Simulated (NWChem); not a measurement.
B3N3H5, doublet; SMILES B1NBN[B]N1

```xyz
11

B      0.0000     0.0000     1.4847
N      1.2276     0.0000     0.7732
B      1.2548     0.0000    -0.6576
N      0.0000     0.0000    -1.3371
B     -1.2548     0.0000    -0.6576
N     -1.2276     0.0000     0.7732
H      2.1028     0.0000     1.2807
H      2.3011     0.0000    -1.2641
H      0.0000     0.0000    -2.3486
H     -2.3011     0.0000    -1.2641
H     -2.1028     0.0000     1.2807
```
Atoms are numbered in this order, from 1.

All runs: NWChem. Spin-unrestricted. In the optimisation the excess spin sits in a1 (C2v, its own frame). All runs use the structure optimised with PBE0/def2-SVP, spin-unrestricted. No frequency run checked for a minimum. No stability test was run on the SCF state. Fermi-contact couplings, non-relativistic, static geometry.

For level TPSSh/IGLO-II:

```
Property                 Result
-----------------------  ------
A(iso) 11B atom 1 (MHz)     480
A(iso) 11B atom 5 (MHz)    19.2
A(iso) 14N atom 6 (MHz)    15.1
A(iso) 1H atom 10 (MHz)     7.9
A(iso) 1H atom 11 (MHz)    23.4
```

**Question.** Estimate the same quantities for level UHF/IGLO-II.

**Answer.** 
- A(iso) 11B atom 1 (MHz) = 527
- A(iso) 11B atom 5 (MHz) = 20.4
- A(iso) 14N atom 6 (MHz) = 10.9
- A(iso) 1H atom 10 (MHz) = 3.6
- A(iso) 1H atom 11 (MHz) = 22.2
